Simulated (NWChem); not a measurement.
The numbers come from NWChem runs, not from measurements. System: H3AlS, charge 0, spin multiplicity 1, at a geometry optimised with B3LYP/def2-SVP. The structure started from a generated list of species. Level: TD-LDA (SVWN5)/def2-SVPD.

Job file:

```
start mol
memory heap 200 mb stack 900 mb global 1100 mb
geometry units angstroms nocenter noautoz
  Al    -1.115662     0.138785     0.000000
  H     -1.662273     1.621954     0.000000
  H     -2.025902    -1.150788     0.000000
  S      1.050303    -0.210998     0.000000
  H      1.386935     1.100592     0.000000
  symmetry group Cs
end
basis spherical
  * library def2-svpd
end
dft
  xc slater vwn_5
  semidirect memsize 60000000 filesize 0
  iterations 100
end
tddft
  rpa
  nroots 5
  notriplet
  thresh 1e-4
end
task tddft energy
```

Part of the output:

```
             Northwest Computational Chemistry Package (NWChem) 7.3.0
             --------------------------------------------------------

                                NWChem Input Module
                                -------------------

 Scaling coordinates for geometry "geometry" by  1.889725989
 (inverse scale =  0.529177249)

 Turning off AUTOSYM since
 SYMMETRY directive was detected!

                             Geometry "geometry" -> ""
                             -------------------------

 Output coordinates in angstroms (scale by  1.889725989 to convert to a.u.)

  No.       Tag          Charge          X              Y              Z
 ---- ---------------- ---------- -------------- -------------- --------------
    1 Al                  13.0000    -1.11566200     0.13878500     0.00000000
    2 H                    1.0000    -1.66227300     1.62195400     0.00000000
    3 H                    1.0000    -2.02590200    -1.15078800     0.00000000
    4 S                   16.0000     1.05030300    -0.21099800     0.00000000
    5 H                    1.0000     1.38693500     1.10059200     0.00000000

 Effective nuclear repulsion energy (a.u.)      73.4047091396

            Nuclear Dipole moment (a.u.)
            ----------------------------
        X                 Y               Z
 ---------------- ---------------- ----------------
     0.0000037795    -0.0000094486     0.0000000000

      Symmetry information
      --------------------

 Group name             Cs
 Group number              2
 Group order               2
 No. of unique centers     5

      Symmetry unique atoms

     1    2    3    4    5


 Summary of "ao basis" -> "" (spherical)
 ------------------------------------------------------------------------------
       Tag                 Description            Shells   Functions and Types
 ---------------- ------------------------------  ------  ---------------------
 *                         def2-svpd                  on all atoms

                                 NWChem DFT Module
                                 -----------------

 Summary of "ao basis" -> "ao basis" (spherical)
 ------------------------------------------------------------------------------
       Tag                 Description            Shells   Functions and Types
 ---------------- ------------------------------  ------  ---------------------
 Al                        def2-svpd                10       24   5s3p2d
 H                         def2-svpd                 4        8   2s2p
 S                         def2-svpd                11       27   5s4p2d

 Summary of "ao basis" -> "ao basis" (spherical)
 ------------------------------------------------------------------------------
       Tag                 Description            Shells   Functions and Types
 ---------------- ------------------------------  ------  ---------------------
 Al                        def2-svpd                10       24   5s3p2d
 H                         def2-svpd                 4        8   2s2p
 S                         def2-svpd                11       27   5s4p2d

      Symmetry analysis of basis
      --------------------------

        a'         54
        a"         21

            General Information
            -------------------
          SCF calculation type: DFT
          Wavefunction type:  closed shell.
          No. of atoms     :     5
          No. of electrons :    32
           Alpha electrons :    16
            Beta electrons :    16
          Charge           :     0
          Spin multiplicity:     1
          Use of symmetry is: off; symmetry adaption is: on
          Maximum number of iterations: 100
          AO basis - number of functions:    75
                     number of shells:    33
          Convergence on energy requested:  1.00D-06
          Convergence on density requested:  1.00D-05
          Convergence on gradient requested:  5.00D-04

              XC Information
              --------------
                        Slater Exchange Functional  1.000 local
                      VWN V Correlation Functional  1.000 local

             Grid Information
             ----------------
          Grid used for XC integration:  medium
          Radial quadrature: Mura-Knowles
          Angular quadrature: Lebedev.
          Tag              B.-S. Rad. Rad. Pts. Rad. Cut. Ang. Pts.
          ---              ---------- --------- --------- ---------
          Al                  1.25       88          12.0       590
          H                   0.35       45          12.0       434
          S                   1.00       88          12.0       590
          Grid pruning is: on
          Number of quadrature shells:   311
          Spatial weights used:  Erf1

          Convergence Information
          -----------------------
          Convergence aids based upon iterative change in
          total energy or number of iterations.
          Levelshifting, if invoked, occurs when the
          HOMO/LUMO gap drops below (HL_TOL):  1.00D-02
          DIIS, if invoked, will attempt to extrapolate
          using up to (NFOCK): 10 stored Fock matrices.

                    Damping( 0%)  Levelshifting(0.5)       DIIS
                  --------------- ------------------- ---------------
          dE  on:    start            ASAP                start
          dE off:    2 iters        100 iters           100 iters

      Screening Tolerance Information
      -------------------------------
          Density screening/tol_rho:  1.00D-10
          AO Gaussian exp screening on grid/accAOfunc:  14
[...]
          25.416922636509          35.945758984198           0.000000000000
          35.945758984198         277.441927915288           0.000000000000
           0.000000000000           0.000000000000         302.858850551797

     Multipole analysis of the density
     ---------------------------------

     L   x y z        total         alpha         beta         nuclear
     -   - - -        -----         -----         ----         -------
     0   0 0 0     -0.000000    -16.000000    -16.000000     32.000000

     1   1 0 0     -0.176127     -0.088065     -0.088065      0.000004
     1   0 1 0      0.336378      0.168194      0.168194     -0.000009
     1   0 0 1      0.000000      0.000000      0.000000      0.000000

     2   2 0 0    -21.880789    -87.043924    -87.043924    152.207058
     2   1 1 0      1.162675      8.432268      8.432268    -15.701860
     2   1 0 1     -0.000000     -0.000000     -0.000000      0.000000
     2   0 2 0    -21.739279    -21.813290    -21.813290     21.887302
     2   0 1 1      0.000000      0.000000      0.000000      0.000000
     2   0 0 2    -20.357823    -10.178911    -10.178911      0.000000

                                NWChem TDDFT Module
                                -------------------

            General Information
            -------------------
           No. of orbitals :     150
            Alpha orbitals :      75
             Beta orbitals :      75
        Alpha frozen cores :       0
         Beta frozen cores :       0
     Alpha frozen virtuals :       0
      Beta frozen virtuals :       0
         Spin multiplicity :       1
    Number of AO functions :      75
        Use of symmetry is : off
      Symmetry adaption is : on
         Schwarz screening :  0.10D-07

              XC Information
              --------------
                 Slater Exchange Functional   1.00 local
               VWN V Correlation Functional   1.00 local

             TDDFT Information
             -----------------
          Calculation type : TDDFT
         Wavefunction type : Restricted singlets
          No. of electrons :      32
           Alpha electrons :      16
            Beta electrons :      16
              No. of roots :       5
          Max subspacesize :    5000
            Max iterations :     100
               Target root :       1
           Target symmetry : none
      Symmetry restriction : off
                 Algorithm : Optimal
        Davidson threshold :  0.10D-03

            Memory Information
            ------------------
          Available GA space size is         144173575 doubles
          Available MA space size is          50656060 doubles
          Length of a trial vector is          944
          Algorithm : Incore multiple tensor contraction
          Estimated peak GA usage is          19136940 doubles
          Estimated peak MA usage is             18000 doubles

    5 smallest eigenvalue differences (eV)
--------------------------------------------------------
  No. Spin  Occ  Vir  Irrep   E(Occ)    E(Vir)   E(Diff)
--------------------------------------------------------
    1    1   16   17 a'       -0.251    -0.090     4.395
    2    1   15   17 a"       -0.274    -0.090     5.015
    3    1   14   17 a"       -0.284    -0.090     5.291
    4    1   16   18 a"       -0.251    -0.036     5.848
    5    1   16   19 a"       -0.251    -0.026     6.114
--------------------------------------------------------

  Entering Davidson iterations
  Restricted singlet excited states

  Iter   NTrls   NConv    DeltaV     DeltaE      Time
  ----  ------  ------  ---------  ---------  ---------
    1      5       0     0.21E+00   0.10+100        1.1
    2     10       0     0.48E-01   0.12E-01        1.1
    3     20       0     0.18E-01   0.12E-02        1.4
    4     30       0     0.75E-02   0.18E-03        1.5
    5     40       0     0.27E-02   0.37E-04        1.6
    6     50       1     0.13E-02   0.42E-05        1.4
    7     58       2     0.58E-03   0.97E-06        1.3
    8     64       4     0.22E-03   0.16E-06        1.2
    9     66       5     0.88E-04   0.22E-07        0.9
  ----  ------  ------  ---------  ---------  ---------
  Convergence criterion met

  Ground state a'       -639.797805501658 a.u.

  ----------------------------------------------------------------------------
  Root   1 singlet a'             0.181530210 a.u.                4.9397 eV
  ----------------------------------------------------------------------------
     Transition Moments    X -0.76209   Y  0.05478   Z  0.00000
     Transition Moments   XX -0.54051  XY  0.11314  XZ  0.00000
     Transition Moments   YY  0.08087  YZ -0.00000  ZZ  1.05494
     Dipole Oscillator Strength                    0.0706486977
     Electric Quadrupole                           0.0000000210
     Magnetic Dipole                               0.0000000008
     Total Oscillator Strength                     0.0706487196

          sigma_e =   2.0441 Angstrom
          sigma_h =   1.3917 Angstrom
         |d_h->e| =   2.0182 Angstrom
            d_exc =   3.1977 Angstrom
            d_CD1 =   2.6706 Angstrom
            d_CD2 =   0.3003 Angstrom
            d_CD3 =   5.2160 Angstrom
     Pearson C.C. =  -0.0065

     Occ.   14  a'  ---  Virt.   18  a'  -0.07280 X
     Occ.   14  a'  ---  Virt.   19  a'  -0.11920 X
     Occ.   15  a'  ---  Virt.   19  a'  -0.08243 X
     Occ.   16  a"  ---  Virt.   17  a"  -0.97850 X
     Occ.   16  a"  ---  Virt.   17  a"   0.05711 Y
     Occ.   16  a"  ---  Virt.   27  a"  -0.07891 X
  ----------------------------------------------------------------------------
  Root   2 singlet a"             0.190391603 a.u.                5.1808 eV
  ----------------------------------------------------------------------------
     Transition Moments    X -0.00000   Y  0.00000   Z  0.05374
     Transition Moments   XX -0.00002  XY  0.00000  XZ -0.78365
     Transition Moments   YY -0.00001  YZ  1.74409  ZZ -0.00000
     Dipole Oscillator Strength                    0.0003666313
     Electric Quadrupole                           0.0000001344
     Magnetic Dipole                               0.0000029034
     Total Oscillator Strength                     0.0003696691

          sigma_e =   2.0071 Angstrom
          sigma_h =   1.9755 Angstrom
         |d_h->e| =   0.4080 Angstrom
            d_exc =   2.8743 Angstrom
            d_CD1 =   0.4396 Angstrom
            d_CD2 =  -1.5834 Angstrom
            d_CD3 =   3.2823 Angstrom
     Pearson C.C. =  -0.0207

     Occ.   15  a'  ---  Virt.   17  a"  -0.99781 X
  ----------------------------------------------------------------------------
  Root   3 singlet a"             0.199899705 a.u.                5.4396 eV
  ----------------------------------------------------------------------------
     Transition Moments    X -0.00000   Y  0.00000   Z  0.13835
     Transition Moments   XX  0.00000  XY -0.00000  XZ -1.87973
     Transition Moments   YY -0.00001  YZ -0.74196  ZZ -0.00000
     Dipole Oscillator Strength                    0.0025507923
     Electric Quadrupole                           0.0000001737
     Magnetic Dipole                               0.0000033199
     Total Oscillator Strength                     0.0025542859

          sigma_e =   2.0035 Angstrom
          sigma_h =   1.9131 Angstrom
         |d_h->e| =   0.9413 Angstrom
            d_exc =   2.9492 Angstrom
            d_CD1 =   1.0317 Angstrom
            d_CD2 =  -1.0171 Angstrom
            d_CD3 =   3.8905 Angstrom
     Pearson C.C. =  -0.0180

     Occ.   14  a'  ---  Virt.   17  a"  -0.99451 X
     Occ.   16  a"  ---  Virt.   18  a'   0.05318 X
  ----------------------------------------------------------------------------
  Root   4 singlet a"             0.220599873 a.u.                6.0028 eV
  ----------------------------------------------------------------------------
     Transition Moments    X  0.00000   Y -0.00000   Z -0.61358
     Transition Moments   XX -0.00001  XY  0.00000  XZ -0.90606
     Transition Moments   YY  0.00001  YZ  0.10746  ZZ  0.00000
     Dipole Oscillator Strength                    0.0553681338
     Electric Quadrupole                           0.0000000476
     Magnetic Dipole                               0.0000000906
     Total Oscillator Strength                     0.0553682719

          sigma_e =   2.6652 Angstrom
          sigma_h =   1.3697 Angstrom
         |d_h->e| =   0.7189 Angstrom
            d_exc =   3.0846 Angstrom
            d_CD1 =   2.0144 Angstrom
            d_CD2 =  -1.2985 Angstrom
            d_CD3 =   3.8035 Angstrom
     Pearson C.C. =  -0.0026

     Occ.   14  a'  ---  Virt.   17  a"   0.05185 X
     Occ.   16  a"  ---  Virt.   18  a'   0.99059 X
     Occ.   16  a"  ---  Virt.   19  a'  -0.08663 X
     Occ.   16  a"  ---  Virt.   21  a'   0.06708 X
  ----------------------------------------------------------------------------
  Root   5 singlet a"             0.229440767 a.u.                6.2434 eV
  ----------------------------------------------------------------------------
     Transition Moments    X  0.00001   Y -0.00000   Z -0.46447
     Transition Moments   XX  0.00008  XY -0.00002  XZ -0.71957
     Transition Moments   YY  0.00000  YZ -0.14364  ZZ  0.00001
     Dipole Oscillator Strength                    0.0329983125
     Electric Quadrupole                           0.0000000346
     Magnetic Dipole                               0.0000001581
     Total Oscillator Strength                     0.0329985053

          sigma_e =   2.4566 Angstrom
          sigma_h =   1.4045 Angstrom
         |d_h->e| =   1.4758 Angstrom
            d_exc =   3.1856 Angstrom
            d_CD1 =   2.5279 Angstrom
            d_CD2 =  -0.4548 Angstrom
            d_CD3 =   4.6615 Angstrom
     Pearson C.C. =   0.0054

     Occ.   12  a'  ---  Virt.   17  a"  -0.06667 X
     Occ.   13  a'  ---  Virt.   17  a"  -0.08298 X
     Occ.   16  a"  ---  Virt.   18  a'   0.08775 X
     Occ.   16  a"  ---  Virt.   19  a'   0.98692 X

              Target root =      1
          Target symmetry = none
      Ground state energy =   -639.797805501658
        Excitation energy =      0.181530210194
     Excited state energy =   -639.616275291464

  stored tddft:energy   -639.61627529146404

 Task  times  cpu:       12.9s     wall:       12.9s

 Total times  cpu:       12.9s     wall:       12.9s
```
